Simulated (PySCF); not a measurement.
Numbering as in the mapped SMILES `[NH2:1][SiH2:2][SiH2:3][F:4]` (H(Xn): hydrogen on atom n).

Geometry: PBE0-D3(BJ)/def2-SVP; GIAO shifts from PySCF 2.14.0 with density-fitted response routines, gas phase, non-relativistic, averaged over equivalent atoms.

At PBE0/6-31G* (76 basis functions, 5.2 s wall time on 1 thread of an Arm Neoverse V1, shared host):
```json
{"atoms": "N1", "δ (ppm)": "-17.5"}
{"atoms": "Si3", "δ (ppm)": "26.8"}
{"atoms": "Si2", "δ (ppm)": "-25.3"}
{"atoms": "F4", "δ (ppm)": "-230.1"}
{"atoms": "H(Si3)", "δ (ppm)": "5.75"}
{"atoms": "H(Si2)", "δ (ppm)": "5.14"}
{"atoms": "H(N1)", "δ (ppm)": "-0.95"}
```

References, each an isolated molecule treated in the same way: ¹⁵N (259.38 ppm) vs NH3; TMS for ²⁹Si (418.09 ppm), ¹H (31.96 ppm); ¹⁹F (198.90 ppm) vs CFCl3.

Question: Predict the values at PBE0/pcSseg-2 on the same geometry.

Answer: 
```
 atoms  δ at PBE0/pcSseg-2  change
    N1                -7.9    +9.6
   Si3                -7.2   -34.0
   Si2               -54.9   -29.6
    F4              -242.4   -12.3
H(Si3)                5.48   -0.27
H(Si2)                5.04   -0.10
 H(N1)               -0.22   +0.73
```

Referencing at the same level of theory: ¹⁵N (σref 261.69) against NH3; ²⁹Si (σref 341.29) and ¹H (σref 31.25) vs TMS; ¹⁹F (σref 175.81) vs CFCl3.

The largest change is at Si3 (silicon bonded to F, Si, 2 H). Cost: 242 basis functions, 22 s wall time on 1 thread of an Arm Neoverse V1, shared host.

Unscaled 19F shifts against computed CFCl3 carry errors that often reach 10 to 50 ppm. Experimental scales use liquid or dissolved standards, which lie at an offset from isolated NH3 (liquid NH3: subtract about 20 ppm).
